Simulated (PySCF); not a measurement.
## Dipole response of Sc²⁺ (scandium, charge +2)

[Ar] 3d1, 2D determinant. All numbers are calculated (PySCF 2.14, scalar relativity by spin-free X2C-1e, in aug-cc-pwCVTZ-DK with one added diffuse shell each of s, p, d, f, g type (11s10p8d5f4g, 152 functions)). Coupled (time-dependent) response in atomic units; α is the mean over directions.

```json
{"method": "PBEsol", "mean α (bohr³)": "5.204", "α xx, yy, zz": "6.171, 6.171, 3.270", "C₆ (like pair)": "15.21", "S(−4)": "33.92"}
```

S(−4) is the Cauchy moment in α(ω) = α(0) + S(−4) ω² + …

α(iu) at PBEsol:

| u (hartree) | α(iu) (bohr³) |
| --- | --- |
| 0 | 5.204 |
| 0.0500 | 5.122 |
| 0.100 | 4.911 |
| 0.200 | 4.358 |
| 0.300 | 3.870 |
| 0.500 | 3.176 |
| 0.750 | 2.577 |
| 1.00 | 2.123 |
| 1.50 | 1.479 |
| 2.00 | 1.067 |
| 3.00 | 0.6160 |
| 5.00 | 0.2804 |

For an ion, C₆ is the dispersion term alone; charge-induced terms of lower order in 1/R come first.

The components differ because the open shell of this determinant is not spherical; for a pure term their mean is the scalar polarisability.
